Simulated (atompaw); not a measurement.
Tm: one change to a PAW (atompaw) potential, before and after

thulium (Tm), PAW, made with atompaw 4.2.0.5 (LDA (PW92), scalar-relativistic). Core [Kr] 4d10 4f12, reference 5s2 5p6 5d1 6s1 6p1. Waves: 5s (bound); 6s (bound); 5p (bound); 6p (bound); 5d (bound); 5d channel at 1.95 Ry; 5f channel at -0.2 Ry; 5f channel at 2.1 Ry. Local part: ultrasoft scheme with l = 4 at 0 Ry, radius 2.65 bohr. Core correction: smooth core density matched at 1.90 bohr. Augmentation charge: sinc compensation charge, radius 2.40 bohr; PAW radius 3.00 bohr; waves and projectors: bloechl.

Change: functional PBEsol; removed wave 5f channel at 2.1 Ry.

Cutoffs: the cutoffs (Ry, on a coarse ladder) from which the occupation-weighted sum of valence levels, in a spherical-Bessel basis at the reference potential, stays within 10 and 1 mRy of its value at 400 Ry; they do not see the model core or the augmentation charge, which bear on the density cutoff.

Question: What does the change do?

Answer: The potential gets harder (18 Ry and 25 Ry → 21 Ry and 25 Ry); neither file shows a bound ghost.

| quantity | base | changed |
| --- | --- | --- |
| cutoff, loose | 18 Ry | 21 Ry |
| cutoff, tight | 25 Ry | 25 Ry |
| bound ghosts | none | none |
| s: phases at 3.01 bohr within 0.05 rad from the reference energy up to (Ry; the scan ends near 5) | 3.0 | 3.0 |
| p: phases at 3.01 bohr within 0.05 rad from the reference energy up to (Ry; the scan ends near 5) | to the end of the scan | to the end of the scan |
| d: phases at 3.01 bohr within 0.05 rad from the reference energy up to (Ry; the scan ends near 5) | to the end of the scan | to the end of the scan |
| f: phases at 3.01 bohr within 0.05 rad from the reference energy up to (Ry; the scan ends near 5) | 0.1 | 0.4 |
| lowest overlap eigenvalue by channel | s 0.56, p 0.69, d 0.94, f 0.72 | s 0.56, p 0.69, d 0.94, f 1.00 |

 The cutoffs see the waves, projectors and local potential, not the compensation charge or the core.
